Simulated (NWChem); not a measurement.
System: GeNH$_{5}$; SMILES [GeH3][NH2]

```xyz
7

Ge    -0.0066    -0.3634     0.0000
N     -0.0696     1.4993     0.0000
H     -0.7488    -0.8340    -1.2717
H     -0.7488    -0.8340     1.2717
H      1.4231    -0.9862     0.0000
H      0.3870     1.8935    -0.8199
H      0.3870     1.8935     0.8199
```
Atoms are numbered in this order, from 1.

Coordinates come from a B3LYP/6-31G* (spherical d) optimisation.

Symmetry labels are those of Cs in the frame above (b1 and b2, or b-type labels, depend on it). States above −ε(HOMO) = 7.2 eV lie in this functional's continuum and hang on the basis.

Q: List the 4 lowest vertical singlet excitations from B3LYP/def2-SVPD, TDA (NWChem).

A: 
```
state  energy (eV)  oscillator strength  symmetry  leading excitation (squared amplitude)
-----  -----------  -------------------  --------  --------------------------------------
S1            5.97                0.020        a'                      HOMO → LUMO (0.99)
S2            6.66                0.055        a'                    HOMO → LUMO+1 (0.96)
S3            7.31                0.000        a"                    HOMO → LUMO+2 (0.99)
S4            7.72                0.023        a'                    HOMO → LUMO+3 (0.90)
```
